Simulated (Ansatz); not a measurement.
Species: C8H14Si, SMILES `CC1=C[Si@@H](C)C(C)=C1C` (charge 0, multiplicity 1).

Problem. Give a relaxed geometry from B3LYP-D3(BJ)/def2-SVP (Ansatz, a quantum-chemistry and plane-wave program).

Solution. the end point of this relaxation (outside a Z-matrix the atoms follow the SMILES, hydrogens last).
Z-matrix (Å, degrees):
```
C
C 1 1.3603
C 2 1.4995 1 127.04
H 3 1.1007 2 113.47 1 -1.69
H 3 1.1045 4 107.48 2 -123.23
H 3 1.1048 4 107.45 5 -113.64
C 1 1.5051 2 125.68 3 -0.28
H 7 1.0975 1 112.26 2 0.04
H 7 1.1030 8 107.65 4 124.03
H 7 1.1031 8 107.70 9 114.37
C 1 1.5104 2 115.91 3 179.61
C 11 1.3556 1 116.57 2 -0.34
H 12 1.0924 11 121.33 1 179.89
C 11 1.5041 12 124.09 13 -0.09
H 14 1.0989 11 111.14 12 -0.15
H 14 1.1031 15 108.17 11 122.67
H 14 1.1032 15 108.16 16 114.83
Si 12 1.8652 13 130.96 11 179.90
H 18 1.4973 12 113.71 13 -63.77
C 18 1.8863 19 108.86 2 126.29
H 20 1.1012 18 110.24 19 -179.95
H 20 1.1019 21 108.29 18 121.93
H 20 1.1024 21 108.32 22 116.69
```
